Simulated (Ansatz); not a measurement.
`[CH3][In]([CH3])[NH2]` + `CCCCCCl` → `[CH3][In]([NH2])[Cl]` + `CCCCCC`  (formal exchange of groups at the In–C bond)

Isolated molecules relaxed with PBE0-D4/def2-TZVP in Ansatz; ΔE leaves out vibrations. CCSD(T)/CBS adds triple-zeta CCSD(T) − MP2 to the extrapolated MP2 energy (def2 sets, frozen cores). Functionals use def2-TZVPP. B3LYP here is the variant with VWN-RPA as its local correlation; programs differ in this. def2 core potentials past Kr. For In outer-core shells are correlated without core-valence functions, which leaves a few kJ/mol of doubt a bond. One conformer a species, not always the lowest.

`[CH3][In]([CH3])[NH2]`:

```xyz
12

C     1.463   -1.513   -0.260
In   -0.053   -0.021    0.044
C    -0.201    2.008   -0.649
N    -1.610   -0.630    1.180
H     2.427   -1.156    0.105
H     1.568   -1.737   -1.323
H     1.204   -2.430    0.268
H    -0.399    2.023   -1.723
H    -1.013    2.525   -0.138
H     0.731    2.547   -0.472
H    -1.708   -1.555    1.563
H    -2.409   -0.061    1.406
```

`CCCCCCl`:

Z-matrix (Å, degrees):
```
C
C 1 1.519
H 1 1.092 2 111.6
H 1 1.094 2 111.1 3 -120.2
H 1 1.093 2 111.0 3 120.2
C 2 1.520 1 112.9 3 -179.8
H 2 1.096 1 109.6 3 -58.0
H 2 1.096 1 109.6 3 58.0
C 6 1.518 2 112.9 1 180.0
H 6 1.095 2 109.5 1 58.0
H 6 1.097 2 109.4 1 -58.0
C 9 1.511 6 114.3 2 179.7
H 9 1.098 6 109.5 2 59.7
H 9 1.095 6 110.1 2 -57.1
Cl 12 1.790 9 112.2 6 65.6
H 12 1.089 9 111.6 6 -175.6
H 12 1.091 9 111.6 6 -53.6
```

`[CH3][In]([NH2])[Cl]`:

Z-matrix (Å, degrees):
```
C
In 1 2.127
H 1 1.089 2 108.9
H 1 1.090 2 109.6 3 119.9
H 1 1.090 2 110.2 3 -120.4
N 2 2.004 1 133.3 3 -177.8
Cl 2 2.352 1 118.0 3 -4.5
H 6 1.009 2 117.4 1 -167.7
H 6 1.008 2 120.7 1 -27.8
```

`CCCCCC`:

```xyz
20

C     1.568    0.754   -1.672
C     1.302   -0.450   -0.784
C     0.984   -0.092    0.663
C    -0.247    0.788    0.857
C    -1.543    0.223    0.287
C    -1.948   -1.114    0.887
H     0.685    1.392   -1.767
H     1.858    0.447   -2.680
H     2.376    1.371   -1.268
H     2.179   -1.105   -0.794
H     0.484   -1.043   -1.208
H     1.849    0.421    1.099
H     0.866   -1.016    1.239
H    -0.065    1.773    0.413
H    -0.380    0.966    1.931
H    -1.458    0.123   -0.800
H    -2.343    0.951    0.457
H    -2.914   -1.445    0.500
H    -1.221   -1.897    0.663
H    -2.033   -1.046    1.976
```

```csv
level,ΔE (kcal/mol),difference from CCSD(T)/CBS
r2SCAN-D4,-38.7,-0.7
ωB97X-V,-38.5,-0.5
B2PLYP,-37.6,0.4
PBE,-35.6,2.4
B3LYP,-37.0,1.0
MP2/def2-TZVPP,-37.9,0.1
SCS-MP2/def2-TZVPP,-37.9,0.1
MP2/def2-QZVPP,-38.0,0.0
SCS-MP2/def2-QZVPP,-38.1,-0.1
CCSD/CBS(def2),-38.6,-0.6
CCSD(T)/CBS,-38.0,0
```

Largest T1 diagnostic among the species: 0.013.

In def2-TZVPP, CCSD(T) changes the Hartree–Fock value by +4.5 kcal/mol (the triples alone add +0.6 kcal/mol) and MP2 by +4.2 kcal/mol. From PBE to PBE0 (25 % exact exchange), in def2-TZVPP and without D4, ΔE moves by −1.9 kcal/mol.
